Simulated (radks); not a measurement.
Dipole-allowed excitations along the series with 54 electrons in [Xe]. Calculated with a radial shooting solver on a logarithmic mesh with Libxc functionals: scalar-relativistic Kohn-Sham, LDA (Slater exchange, VWN5 correlation), spin-polarised, spherical densities, finite nucleus; Fermi nuclear charge, rms radius of each element as measured or else 0.836 A^(1/3) + 0.57 fm. Time-dependent linear response with the Hartree and adiabatic LDA kernel, continuum included through the Sternheimer equations, no spin-orbit coupling, so fine structure and intercombination lines are absent. Lines are the poles of the dipole polarisability below minus the highest occupied eigenvalue, found on a grid refined at the orbital gaps; the lowest seven at most are given, and weak or close lines can be missed. The first line takes the name of the lowest orbital gap if no other gap lies below it; otherwise a line is named after a gap within 0.6 % of it, if that gap stands alone.

\begin{tabular}{lrrrrrrr}
species & -e(HOMO) (eV) & lowest orbital gap (eV) & first line (eV) & f & strongest line (eV) & its f & static alpha (bohr^3) \\ \hline
Cs+ & 18.832 & 5p-6s 13.187 & 13.245 (5p-6s) & 0.457 & 16.129 (unassigned) & 2.23 & 16.21 \\
Ba2+ & 31.078 & 5p-5d 18.055 & 18.799 (5p-6s) & 0.432 & 21.525 (unassigned) & 4.50 & 10.71 \\
La3+ & 44.921 & 5p-5d 21.433 & 24.656 (5p-6s) & 0.191 & 26.165 (unassigned) & 5.75 & 7.684 \\
\end{tabular}
